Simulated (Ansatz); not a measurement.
H$_{7}$NSi$_{3}$, SMILES `[SiH]N([SiH3])[SiH3]`, relaxed with RKS PBE-D4/def2-SVP in the Gaussian-basis code of Ansatz from a rough embedded geometry. The force threshold is 0.03 eV/Å; the program also tests the step.

The species carries charge 0 and has multiplicity 1.

Start:

```xyz
11

Si    1.947   -0.185    0.331
N     0.591    0.449   -0.333
Si   -0.398    1.034    0.860
Si   -0.272   -0.697   -1.199
H     1.692   -1.359    1.210
H     0.331    2.065    1.679
H    -0.891   -0.028    1.820
H    -1.602    1.708    0.316
H     0.678   -1.134   -2.323
H    -0.682   -1.822   -0.442
H    -1.395   -0.030   -1.918
```

Q: How much energy does the relaxation release, and in how many steps? (An estimate is asked.)

A: The calculation gave: 2.18 eV, in 17 steps, 1 of them rejected.

Q: Which bonds change most? (Best estimate.)

A: Ansatz gave: Si1–N2 from 1.638 to 1.766 Å; N2–Si3 from 1.656 to 1.782 Å; N2–Si4 from 1.675 to 1.789 Å; Si4–H10 from 1.416 to 1.502 Å.

Q: Give the relaxed structure. (Estimate.)

A: Computed: 
```xyz
11

Si    2.064   -0.263    0.806
N     0.416    0.036    0.246
Si   -0.574    1.326    0.976
Si   -0.257   -0.976   -1.067
H     2.301   -1.441   -0.196
H     0.260    1.992    2.034
H    -1.821    0.747    1.587
H    -0.980    2.329   -0.071
H     0.559   -0.824   -2.319
H    -0.302   -2.418   -0.651
H    -1.665   -0.507   -1.345
```
